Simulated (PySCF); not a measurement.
C$_{2}$H$_{7}$OS (SMILES CS(C)=[OH+]), charge +1, singlet, geometry from GFN2-xTB; DF-BLYP/STO-3G run with PySCF.

PySCF was given this input:
```python
from pyscf import gto, scf, dft

mol = gto.Mole()
mol.atom = '''
    C     1.40171610   -0.75481551   -0.13144872
    S    -0.02631153    0.13107076    0.51316754
    C    -1.33721783   -0.83710786   -0.25086280
    O    -0.02031928    1.38387242   -0.48762225
    H     2.30606292   -0.23659248    0.17712055
    H     1.41064987   -1.75703652    0.28732886
    H     1.35483657   -0.79600116   -1.21589801
    H    -1.19383558   -0.87257702   -1.32701691
    H    -2.29439263   -0.37481498   -0.02345354
    H    -1.32246003   -1.83915389    0.16816870
    H    -0.06431200    2.25960481   -0.08208314
'''
mol.basis = 'sto-3g'
mol.charge = 1
mol.verbose = 4
mol.build()

mf = dft.RKS(mol)
mf.xc = 'blyp'
mf = mf.density_fit(auxbasis='def2-universal-jkfit')
mf.kernel()
```

Output, abridged:

```
PySCF version 2.14.0

[INPUT] verbose = 4
[INPUT] num. atoms = 11
[INPUT] num. electrons = 42
[INPUT] charge = 1
[INPUT] spin (= nelec alpha-beta = 2S) = 0
[INPUT] symmetry False subgroup None
[INPUT] Mole.unit = angstrom
[INPUT] Symbol           X                Y                Z      unit          X                Y                Z       unit  Magmom
[INPUT]  1 C      1.401716100000  -0.754815510000  -0.131448720000 AA    2.648859533393  -1.426394588474  -0.248402080225 Bohr   0.0
[INPUT]  2 S     -0.026311530000   0.131070760000   0.513167540000 AA   -0.049721585618   0.247687839339   0.969746106617 Bohr   0.0
[INPUT]  3 C     -1.337217830000  -0.837107860000  -0.250862800000 AA   -2.526975467585  -1.581904592121  -0.474061986842 Bohr   0.0
[INPUT]  4 O     -0.020319280000   1.383872420000  -0.487622250000 AA   -0.038397874248   2.615139865139  -0.921472504744 Bohr   0.0
[INPUT]  5 H      2.306062920000  -0.236592480000   0.177120550000 AA    4.357827344815  -0.447094990332   0.334709330532 Bohr   0.0
[INPUT]  6 H      1.410649870000  -1.757036520000   0.287328860000 AA    2.665741911953  -3.320317813659   0.542972853083 Bohr   0.0
[INPUT]  7 H      1.354836570000  -0.796001160000  -1.215898010000 AA    2.560270060845  -1.504224187236  -2.297714234304 Bohr   0.0
[INPUT]  8 H     -1.193835580000  -0.872577020000  -1.327016910000 AA   -2.256022283961  -1.648931590389  -2.507698522567 Bohr   0.0
[INPUT]  9 H     -2.294392630000  -0.374814980000  -0.023453540000 AA   -4.335773692921  -0.708297659584  -0.044320767252 Bohr   0.0
[INPUT] 10 H     -1.322460030000  -1.839153890000   0.168168700000 AA   -2.499087267384  -3.475497153028   0.317792785724 Bohr   0.0
[INPUT] 11 H     -0.064312000000   2.259604810000  -0.082083140000 AA   -0.121532066523   4.270034240650  -0.155114654044 Bohr   0.0

nuclear repulsion = 192.704120699811
number of shells = 21
number of NR pGTOs = 93
number of NR cGTOs = 31
basis = sto-3g
ecp = {}

******** <class 'pyscf.df.df_jk.DFRKS'> ********
method = DFRKS
initial guess = minao
damping factor = 0
level_shift factor = 0
DIIS = <class 'pyscf.scf.diis.CDIIS'>
diis_start_cycle = 1
diis_space = 8
diis_damp = 0
SCF conv_tol = 1e-09
SCF conv_tol_grad = None
SCF max_cycles = 50
direct_scf = False
XC library pyscf.dft.libxc version 7.1.2
    S. Lehtola, C. Steigemann, M. J. T. Oliveira, and M. A. L. Marques,  SoftwareX 7, 1–5 (2018)
XC functionals = blyp
    A. D. Becke,  Phys. Rev. A 38, 3098 (1988)
    C. Lee, W. Yang, and R. G. Parr,  Phys. Rev. B 37, 785 (1988)
    B. Miehlich, A. Savin, H. Stoll, and H. Preuss,  Chem. Phys. Lett. 157, 200 (1989)
radial grids:
    Treutler-Ahlrichs [JCP 102, 346 (1995); DOI:10.1063/1.469408] (M4) radial grids

becke partition: Becke, JCP 88, 2547 (1988); DOI:10.1063/1.454033
pruning grids: <function nwchem_prune>
grids dens level: 3
symmetrized grids: False
atomic radii adjust function: <function treutler_atomic_radii_adjust>
small_rho_cutoff = 0
Set gradient conv threshold to 3.16228e-05
Initial guess from minao.
tot grids = 129856
init E= -547.487915042596
  HOMO = -0.290166668843337  LUMO = 0.0334162624530503  gap/eV = 8.80514
cycle= 1 E= -546.936781808962  delta_E= 0.551  |g|= 0.556  |ddm|= 3.99
  HOMO = -0.241013342650775  LUMO = -0.12794088456468  gap/eV = 3.07686
cycle= 2 E= -546.329399790632  delta_E= 0.607  |g|= 1.53  |ddm|=  3.1
  HOMO = -0.402302842374644  LUMO = -0.169643960664856  gap/eV = 6.33097
cycle= 3 E= -547.037136909401  delta_E= -0.708  |g|= 0.198  |ddm|= 2.42
  HOMO = -0.37290491207965  LUMO = -0.137145463753743  gap/eV = 6.41534
cycle= 4 E= -547.049495470737  delta_E= -0.0124  |g|= 0.0912  |ddm|= 0.474
  HOMO = -0.3776695982012  LUMO = -0.142841152741852  gap/eV = 6.39001
cycle= 5 E= -547.052250833622  delta_E= -0.00276  |g|= 0.00772  |ddm|= 0.13
  HOMO = -0.38056817937429  LUMO = -0.145193784385168  gap/eV = 6.40486
cycle= 6 E= -547.052278525107  delta_E= -2.77e-05  |g|= 0.00129  |ddm|= 0.0167
  HOMO = -0.380499778831393  LUMO = -0.144950609687648  gap/eV = 6.40962
cycle= 7 E= -547.052279157504  delta_E= -6.32e-07  |g|= 0.000219  |ddm|= 0.00262
  HOMO = -0.380540249419013  LUMO = -0.144998208918461  gap/eV = 6.40943
cycle= 8 E= -547.052279178656  delta_E= -2.12e-08  |g|= 3.53e-05  |ddm|= 0.000489
  HOMO = -0.380545534698194  LUMO = -0.14500022423687  gap/eV = 6.40951
cycle= 9 E= -547.052279179225  delta_E= -5.68e-10  |g|= 2.18e-06  |ddm|= 8.02e-05
  HOMO = -0.380546300940957  LUMO = -0.145000646959329  gap/eV = 6.40952
Extra cycle  E= -547.052279179227  delta_E= -2.05e-12  |g|= 2.29e-06  |ddm|= 8.1e-06
converged SCF energy = -547.052279179227
```
